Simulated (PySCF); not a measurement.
**Computed properties of SrCl, SMILES [Cl][Sr+], charge +1**

SrCl, SMILES [Sr+][Cl], charge +1. Geometry optimised at r2SCAN-D4/def2-TZVPD. The spin state was assumed, not searched. The def2 effective core potentials stand for the cores of Sr; spin–orbit coupling is left out. Other conformers were not sampled. All values are computed for the isolated molecule unless a solvent is named; none is compared with measurement here.

**Structure.** The optimised structure has C∞v symmetry. All 1 harmonic modes at r2SCAN-D4/def2-TZVPD (PySCF) are real, so it is a minimum.

**Vibrations.** The strongest infrared lines (harmonic, unscaled, degenerate partners summed) lie at 364 cm⁻¹ (73 km/mol, Cl 71 %, Sr 29 %). The softest mode is at 364 cm⁻¹ and the zero-point energy is 0.5 kcal/mol.

**Electronic structure.** HF/def2-TZVPD (PySCF) places the frontier levels at -15.36 and -5.02 eV, a gap of 10.34 eV and a mean polarisability of 29.6 bohr³. PBE/def2-TZVPD (PySCF) at the same geometry gives -11.29 and -7.59 eV, so its gap is 6.64 eV narrower. An orbital gap is neither the optical nor the fundamental gap.

**Excitations.** TDDFT-B3LYP/def2-TZVPD (PySCF) has S1 at 4.02 eV (308 nm, f = 0.014, weak); the most intense of the 10 singlets computed lies at 4.52 eV (f = 0.03). Strengths of degenerate partners are summed. T1 (TDA) is at 3.98 eV. TDDFT-PBE/def2-TZVPD (PySCF) puts S1 at 3.69 eV. No vertical singlet excitation falls in the visible range (under 3.1 eV).
